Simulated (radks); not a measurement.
Values are calculated unless marked as measured or tabulated.
Q: The mean radii <r> (bohr) of the occupied orbitals of an atom or ion are listed with their occupations. Code: a radial shooting solver on a logarithmic mesh with Libxc functionals. Model: scalar-relativistic Kohn-Sham, PBEsol, spin-polarised, spherical densities, point nucleus.

orbital  occ.      <r>
1s up       1  0.01932
1s down     1  0.01932
2s up       1  0.08185
2s down     1  0.08185
2p up       3  0.07293
2p down     3  0.07293
3s up       1   0.2127
3s down     1   0.2127
3p up       3   0.2124
3p down     3   0.2124
3d up       5   0.1925
3d down     5   0.1925
4s up       1   0.4781
4s down     1   0.4781
4p up       3   0.5080
4p down     3   0.5080
4d up       5   0.5478
4d down     5   0.5478
5s up       1    1.168
5s down     1    1.166
5p up       3    1.381
5p down     3    1.375
4f up       7   0.7204
4f down     7   0.7180
6s up       1    3.037

Name the element and its charge. Open shells, if any, are filled with parallel spins first.

A: Z = 71, lutetium, charge +2: Lu2+ in [Xe] 4f14 6s1. The 1s radius gives Z: for a bare nucleus <r> = (2 gamma + 1)/(2Z) with gamma = sqrt(1 - (Z/c)^2), 0.01909 bohr for Z = 71, and screening makes it slightly larger (0.01932 here). The occupations add up to 69, and the charge is Z minus that.
